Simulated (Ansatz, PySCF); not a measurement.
System: PbCl$_{2}$, net charge 0, singlet state. 
Geometry from a B3LYP-D3(BJ)/def2-TZVP (Ansatz, an electronic-structure program) optimisation:
```
Pb
Cl 1 2.4827
Cl 1 2.4827 2 99.63
```

Property: vertical triplet-singlet gap (E(triplet) - E(singlet); each state is the SCF solution reached for its spin), in kJ/mol. Valence correlation only, unless marked. UHF or UKS for open shells. No spin-orbit coupling. The frozen core is the preceding noble-gas configuration, with the filled d and f shells of earlier blocks. Past Kr the def2 sets carry scalar-relativistic core potentials. CBS marks a two-point X^-3 extrapolation of the correlation energy; Hartree-Fock from the larger set. [CCSD(T)-MP2]/basis is that difference in the basis named.

```tsv
level	program	vertical triplet-singlet gap (kJ/mol)
SVWN5/def2-TZVPD	Ansatz	(withheld)
PBE/def2-TZVPD	Ansatz	319.2
r2SCAN/def2-TZVPD	Ansatz	316.7
B3LYP/def2-TZVPD	Ansatz	326.7
PBE0/def2-TZVPD	Ansatz	323.8
M06-2X/def2-TZVPD	PySCF	(withheld)
CAM-B3LYP/def2-TZVPD	Ansatz	331.6
wB97X-V/def2-TZVPD	Ansatz	343.5
SCS-MP2/def2-SVPD	Ansatz	338.5
SCS-MP2/def2-TZVPPD	Ansatz	341.6
CCSD/def2-SVPD	Ansatz	(withheld)
CCSD/def2-TZVPPD	Ansatz	326.8
RI-MP2/CBS(def2-TZVPPD,def2-QZVPPD)+[CCSD(T)-MP2]/def2-TZVPPD	Ansatz	333.3
```

Task: Some entries are withheld; supply them.

Result: 
- SVWN5/def2-TZVPD, vertical triplet-singlet gap (kJ/mol): 327.1
- M06-2X/def2-TZVPD, vertical triplet-singlet gap (kJ/mol): 316.9
- CCSD/def2-SVPD, vertical triplet-singlet gap (kJ/mol): 326.1
